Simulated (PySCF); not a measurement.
W(NH)(S)(Br)(OH) (BrH2NOSW), SMILES [NH]=[W]([OH])(=[S])[Br], multiplicity 1. Geometry optimised at r2SCAN-D4/def2-SVP. The multiplicity is an assumed one; no other spin state was optimised. The structure was generated by enumeration; whether it is a known compound was not checked. The def2 effective core potentials stand for the cores of W; spin–orbit coupling is left out. The values are those of a single conformer.

Computed equilibrium geometry at r2SCAN-D4/def2-SVP (PySCF confirms it by a frequency run) as Cartesian coordinates in Å (one conformer of several):
```xyz
7

W      0.0511    -0.4386     0.0943
N     -0.3664    -1.5100    -1.2207
H     -0.1477    -2.1076    -2.0167
S      2.1887    -0.3297     0.2400
Br    -0.8482     1.7607    -0.4431
O     -0.6472    -1.1593     1.6895
H     -1.2208    -1.9368     1.7386
```
Charge 0, spin multiplicity 1.
